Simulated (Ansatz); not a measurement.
## Reading a saddle point

A first-order saddle point of Si$_{2}$H$_{8}$Se, closed shell, PBE0-D4/def2-TZVP, with one imaginary mode of 980i cm⁻¹:

```csv
atom,x (Å),y (Å),z (Å)
Si1,-1.1317,0.2630,-0.2772
Si2,0.8019,-1.1203,0.6962
H3,-1.5885,-1.1647,-0.0271
H4,-1.9236,1.0442,0.6949
H5,-1.3061,0.3947,-1.7384
H6,0.4876,0.5588,0.1518
Se7,0.4849,2.4454,-0.4050
H8,2.1927,-0.7053,1.0183
H9,0.0861,-1.5549,1.9182
H10,0.8013,-2.1481,-0.3710
H11,1.0952,1.9872,-1.6605
```

Program: Ansatz 0.2.0. Basis: def2-TZVPP and def2-QZVPP. Cores are frozen in the correlated methods. Filled d shells of the heavier atoms are correlated. The def2 sets are not built for correlating such inner shells, so the correlated values are less sure here. Extrapolation: Hartree–Fock as exp(−7.88 √X), correlation as X^−2.97.

Q: Which contacts change along the imaginary mode, and what lies on either side? (A judgement: the text doesn't fix the answer.)

A: The calculation gives: The step is Si₂H₆ ([SiH3][SiH3]) + H₂Se → SiH₄Se ([SiH3][SeH]) + SiH₄, with the molecules in contact on both sides. Shortening one way: Si1–Se7, Si2–H6; lengthening the same way: Si1–Si2, H6–Se7.
| pair | one side (Å) | saddle (Å) | other side (Å) |
| --- | --- | --- | --- |
| Si1–Se7 | 3.96 | 2.72 | 2.28 |
| Si2–H6 | 4.15 | 1.79 | 1.48 |
| Si1–Si2 | 2.34 | 2.57 | 4.05 |
| H6–Se7 | 1.47 | 1.97 | 3.91 |

Q: Which side is lower, and how far does the saddle lie above each? (An estimate is asked for; the value comes from the calculation.)

A: The calculation gives: The side with Si1–Se7, Si2–H6 short is lower by 58.4 kJ/mol; the saddle lies 259.6 kJ/mol above it and 201.3 kJ/mol above the other (CCSD(T) at an estimated basis limit (MP2 extrapolated from triple and quadruple zeta, plus CCSD(T) − MP2 in triple zeta); electronic energies).

T1 diagnostic: at most 0.014.

Labels in which every atom is bracketed show which atoms are joined, not bond orders.

For scale, one of the runs: CCSD(T)/def2-TZVPP, 244 basis functions, launched by `ansatz run in.yaml --threads 4 --pin off --events-out ev --progress --plain --max-ram 9574MiB`. Time: 2.5 min of wall clock on 4 CPU threads of an Arm Neoverse V1; the host was shared. Peak host memory: 4.4 GiB.
